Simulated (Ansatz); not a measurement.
Ansatz (a first-principles code) input (CCSD(T,core; 1s of Na to Cl frozen)/cc-pwCVTZ):
A basis named .json is the Basis Set Exchange file of that set.

Ansatz 0.2 input:
```yaml
crystal:
  periodic: [false, false, false]
  atoms:
    - {symbol: F, position_ang: [1.58120268, -0.87403530, -0.85810706]}
    - {symbol: Si, position_ang: [1.27063524, 0.53131803, -0.12403662]}
    - {symbol: C, position_ang: [-0.25281753, 0.31061639, 0.93945369]}
    - {symbol: Si, position_ang: [-1.83801284, -0.15996705, 0.04072962]}
    - {symbol: H, position_ang: [2.47773869, 0.85506966, 0.69124877]}
    - {symbol: H, position_ang: [-0.41870206, 1.25104290, 1.47520563]}
    - {symbol: H, position_ang: [-0.02639927, -0.45403699, 1.69217284]}
    - {symbol: H, position_ang: [-1.67476730, -1.46164367, -0.64387053]}
    - {symbol: H, position_ang: [-2.95990653, -0.26247094, 1.00410362]}
    - {symbol: H, position_ang: [-2.16859610, 0.87574484, -0.96632110]}
basis:
  gaussian:
    orbitals: cc-pwCVTZ.json
magnetization: {spin_polarized: true, initial_magnetization: 1}
correlation: {method: ccsd_t, frozen_orbitals: {C: 0, F: 0, H: 0, Si: 1}}
```

Output:

```
Functional definition: HF
integrals: 3.94 GiB planned
1648 factors; integrals over basis functions are off by at most 8.2e-4 eV
1.78 GiB of device memory are held for the factors and their scratch space
mean field: 1.58 GiB planned
mean field evaluation 1: about -19555.7795 eV, gradient 2.5e1 eV
mean field evaluation 2: about -19555.7826 eV, gradient 2.5e1 eV
mean field evaluation 4: about -19559.0524 eV, gradient 2.9e0 eV
mean field evaluation 8: about -19559.1499 eV, gradient 1.4e-1 eV
mean field evaluation 16: about -19559.1370 eV, gradient 9.0e-1 eV
mean field -19559.15036193 eV, -718.7855181328 hartree, gradient 2.0e-6 eV, S^2 0.753370; 0 other end points of the search recorded, 0 dependent functions left out
2 core orbitals not correlated
reference -19559.15036193 eV, -718.7855181328 hartree; 23, 22 occupied and 263, 264 virtual orbitals, 1648 factors
second order -34.71534244 eV of doubles, -0.00000000 eV of singles
coupled cluster: 37.62 GiB planned
cycle   1  -35.41096653 eV  change   -7.0e-1 eV  update   9.8e-2
cycle   2  -35.96627902 eV  change   -5.6e-1 eV  update   3.0e-2
cycle   3  -36.08535392 eV  change   -1.2e-1 eV  update   1.6e-2
cycle   4  -36.07109879 eV  change    1.4e-2 eV  update   4.6e-3
cycle   5  -36.06790133 eV  change    3.2e-3 eV  update   2.2e-3
cycle   6  -36.06929568 eV  change   -1.4e-3 eV  update   7.3e-4
cycle   7  -36.06924066 eV  change    5.5e-5 eV  update   3.3e-4
cycle   8  -36.06918106 eV  change    6.0e-5 eV  update   1.1e-4
cycle   9  -36.06925046 eV  change   -6.9e-5 eV  update   4.4e-5
cycle  10  -36.06924717 eV  change    3.3e-6 eV  update   1.8e-5
perturbative correction -0.82492853 eV, -0.0303155644 hartree
Total energy: -19596.04453763 eV, -720.1413540819 hartree
```

It need not be the lowest isomer of its formula.
